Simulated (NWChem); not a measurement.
System: C₆H₄Cl, doublet; SMILES c1cc[c]c(Cl)c1

The following NWChem deck was run.

```
start job
memory heap 200 mb stack 900 mb global 1100 mb
geometry units angstroms noautosym nocenter noautoz
  Cl    -0.075986    -2.293294     0.000000
  C     -0.039410    -0.537406     0.000000
  C     -1.196930     0.203345     0.000000
  C     -1.255667     1.578420     0.000000
  C     -0.029918     2.264808     0.000000
  C      1.171539     1.550167     0.000000
  C      1.180096     0.152594     0.000000
  H     -2.200888     2.114349     0.000000
  H     -0.020727     3.351629     0.000000
  H      2.117395     2.084373     0.000000
  H      2.113483    -0.402707     0.000000
end
basis spherical
  * library def2-svp
end
dft
  odft
  mult 2
  xc b3lyp
  iterations 150
end
cosmo
  dielec 78.4
end
task dft energy
```

In the optimisation the excess spin sits in a' (Cs, its own frame). Geometry: optimised at B3LYP/6-31G* (spherical d), spin-unrestricted. No stability test was run on the SCF state.

Level: B3LYP/def2-SVP with COSMO at NWChem's default radii, gas-phase geometry; the question gives the dielectric constant. Reactions with the solvent are ignored.

Q: Predict the main results of this run. (B3LYP/def2-SVP, spin-unrestricted, COSMO on the gas-phase geometry.) Quantities: electrostatic solvation energy (kcal/mol); dipole in solution (D).

A: 
```yaml
electrostatic solvation energy (kcal/mol): -2.7
dipole in solution (D): 2.82
```
